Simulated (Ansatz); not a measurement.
# Cost against result

The pair of HBr (SMILES Br, atoms 1–2) and C2H2 (SMILES C#C, atoms 3–6), both closed shells, in one local arrangement (a lower one may exist), relaxed at PBE0-D4/def2-TZVP:

Br1  (0.046, -0.308, -2.723)
H2  (0.022, -0.147, -1.300)
C3  (-0.566, 0.351, 0.968)
C4  (0.532, -0.123, 1.039)
H5  (-1.543, 0.772, 0.909)
H6  (1.509, -0.544, 1.107)
(Å)

Interaction energies are counterpoise-corrected; the time is that of the whole pair.

Program: Ansatz 0.2.0. Basis: as named in each row. Cores are frozen in the correlated methods. Filled d shells of the heavier atoms are correlated. The def2 sets are not built for correlating such inner shells, so the correlated values are less sure here. B3LYP uses VWN-RPA correlation. Extrapolation: Hartree–Fock as exp(−7.88 √X), correlation as X^−2.97.

Times are rough, for one single point on 2 threads of a shared host (Intel Xeon Platinum 8259CL).

The estimate by CCSD(T) at an estimated basis limit (MP2 extrapolated from triple and quadruple zeta, plus CCSD(T) − MP2 in triple zeta) is -0.112 eV.

```
   method        basis  time (s)  interaction energy (eV)  method less estimate
       HF       STO-3G   under 1                    0.052                 0.164
   PBE-D4       STO-3G   under 1                   -0.085                 0.028
    SPW92     def2-SVP   under 1                   -0.210                -0.098
   PBE-D4     def2-SVP   under 1                   -0.141                -0.029
 B3LYP-D4        6-31G   under 1                   -0.137                -0.025
  PBE0-D4     def2-SVP         1                   -0.131                -0.019
   PBE-D4  def2-TZVPPD         2                   -0.147                -0.035
  CCSD(T)     def2-SVP         2                   -0.020                 0.092
revPBE-D4  def2-TZVPPD         2                   -0.129                -0.017
  BLYP-D4  def2-TZVPPD         3                   -0.119                -0.006
  PBE0-D4  def2-TZVPPD         3                   -0.139                -0.027
  wB97M-V     def2-SVP         3                   -0.102                 0.011
 B3LYP-D4  def2-TZVPPD         4                   -0.121                -0.009
r2SCAN-D4  def2-TZVPPD         4                   -0.133                -0.020
 HSE06-D4  def2-TZVPPD         4                   -0.140                -0.027
   B2PLYP  def2-TZVPPD         6                   -0.079                 0.033
   B97M-V  def2-TZVPPD         8                   -0.118                -0.005
  wB97X-V  def2-TZVPPD         8                   -0.110                 0.003
  wB97M-V  def2-TZVPPD         8                   -0.110                 0.003
      MP2  def2-QZVPPD        19                   -0.130                -0.017
  CCSD(T)  def2-TZVPPD        50                   -0.086                 0.026
```

The T1 diagnostic stays at or below 0.014.
